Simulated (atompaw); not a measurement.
**Ce (Z = 58): one change to a PAW (atompaw) potential, before and after**

| Item | Value |
| --- | --- |
| Element | Ce |
| Generator | atompaw 4.2.0.5 |
| Type | PAW |
| Functional | LDA (PW92) |
| Relativity | scalar-relativistic |
| Frozen core | [Kr] 4d10 |
| Valence charge | 12 |
| Reference configuration | 4f1 5s2 5p6 5d1 6s2 6p0 |
| Partial waves | 5s (bound): rc 2.50 bohr; 6s (bound): rc 3.00 bohr; 5p (bound): rc 2.00 bohr; 6p (bound, empty): rc 3.00 bohr; 5d (bound): rc 3.00 bohr; 5d channel at 1.7 Ry: rc 3.00 bohr; 4f (bound): rc 1.05 bohr; 4f channel at 0.1 Ry: rc 1.05 bohr |
| Local potential | bessel scheme, radius 2.65 bohr |
| Core correction | smooth core density matched at 2.85 bohr |
| Augmentation charge | gaussian compensation charge, radius 2.20 bohr; PAW radius 3.00 bohr; waves and projectors: custom rrkj gramschmidtortho |

Change: reference 4f1 5s2 5p6 5d1 6s1 6p0.

Cutoffs: the cutoffs (Ry, on a coarse ladder) from which the occupation-weighted sum of valence levels, in a spherical-Bessel basis at the reference potential, stays within 10 and 1 mRy of its value at 400 Ry; they do not see the model core or the augmentation charge, which bear on the density cutoff.

Q: What does the change do?

A: The potential gets neither clearly harder nor softer (110 Ry and 180 Ry → 110 Ry and 180 Ry); the range in which the p phases agree widens (upper end 1.1 → 4.5); the range in which the d phases agree widens (upper end 2.7 → at the end of the scan); neither file shows a bound ghost.

| quantity | base | changed |
| --- | --- | --- |
| cutoff, loose | 110 Ry | 110 Ry |
| cutoff, tight | 180 Ry | 180 Ry |
| bound ghosts | none | none |
| s: phases at 3.01 bohr within 0.05 rad from the reference energy up to (Ry; the scan ends near 5) | 2.2 | 2.6 |
| p: phases at 3.01 bohr within 0.05 rad from the reference energy up to (Ry; the scan ends near 5) | 1.1 | 4.5 |
| d: phases at 3.01 bohr within 0.05 rad from the reference energy up to (Ry; the scan ends near 5) | 2.7 | to the end of the scan |
| f: phases at 3.01 bohr within 0.05 rad from the reference energy up to (Ry; the scan ends near 5) | 4.4 | 4.0 |
| lowest overlap eigenvalue by channel | s 0.12, p 0.01, d 0.26, f 1.00 | s 0.48, p 0.02, d 0.85, f 1.00 |

 The cutoffs see the waves, projectors and local potential, not the compensation charge or the core.
